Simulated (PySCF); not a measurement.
# Working with the constants of GaBr⁺

UHF-CCSD(T) constants of GaBr⁺, ²Σ⁺ (doublet), unpaired electrons σ ↑ (PySCF, scalar-relativistic core potentials, basis sets Ga cc-pVDZ-PP with ECP10, Br cc-pVDZ-PP with ECP10; masses 68.9256 and 78.9183 u):

* ωe: 267.1 cm⁻¹
* ωexe: 3.08 cm⁻¹
* Be: 0.087915 cm⁻¹
* αe: 0.000731 cm⁻¹
* D (centrifugal): 3.81e-08 cm⁻¹
* De to Ga⁺ + Br: 0.441 eV

(1) Give the vibrational terms G(v) and spacings up to v = 3.

(2) How well does the Morse estimate ωe²/(4ωexe) reproduce De, and what is D0?

Correlated steps freeze 8 core orbitals. Correlated levels converge slowly with the basis: in double zeta they bind strong bonds too weakly, by up to about 1 eV, and carry superposition errors of some tenths. Spin–orbit coupling is left out. For an ion De counts to the pair picked by the measured ionisation energies or electron affinities, which need not be the lowest pair at this level. The state was picked by a PBE0 search and need not be the measured ground state.

Results:

(1) G(v) = ωe(v+½) − ωexe(v+½)².

```tsv
v	G(v) (cm⁻¹)	G(v) − G(v−1)	Bv (cm⁻¹)
0	133		0.08755
1	394	261	0.08682
2	648	255	0.08609
3	897	249	0.08536
```

(2) It gives 0.718 eV, 163 % of the computed De. D0 = De − G(0) = 0.441 − 0.016 = 0.425 eV.
